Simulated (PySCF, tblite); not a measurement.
Isomers of C4H8NSi2 (doublet state), one GFN2-xTB conformer each. Single-point energies are computed at B3LYP/pcH-1 (PySCF, gas phase, no added dispersion term), electronic only. GFN2-xTB treats the open shell by occupation alone, and not every SCF solution was tested for stability.

Question: Rank them by B3LYP/pcH-1 energy, lowest first (kJ/mol).
A. `[CH:1]#[C:2][SiH2:3][Si:4]([NH2:5])[CH:6]=[CH2:7]` (doublet state) with C2–Si3–Si4–N5 178°, Si3–Si4–N5–H 61° and -155°, Si3–Si4–C6–C7 147°
B. `[CH:1]#[C:2][SiH2:3][Si@H:4]([NH:5])[CH:6]=[CH2:7]` (doublet state) with C2–Si3–Si4–N5 177°, Si3–Si4–N5–H 103°, Si3–Si4–C6–C7 110°

Answer: A (0.0), B (115.4).

GFN2-xTB itself gives, in the same order: 0.0, 33.0. Both levels put the same isomer lowest.

What happens when harmonic zero-point energies from GFN2-xTB frequencies are added?

```csv
SMILES,ZPE (kJ/mol),electronic (kJ/mol),with ZPE (kJ/mol)
C#C[SiH2][Si](N)C=C,265.5,0.0,0.0
C#C[SiH2][Si@H]([NH])C=C,255.6,115.4,105.4
```

The zero-point energies span 9.9 kJ/mol. The order is unchanged.
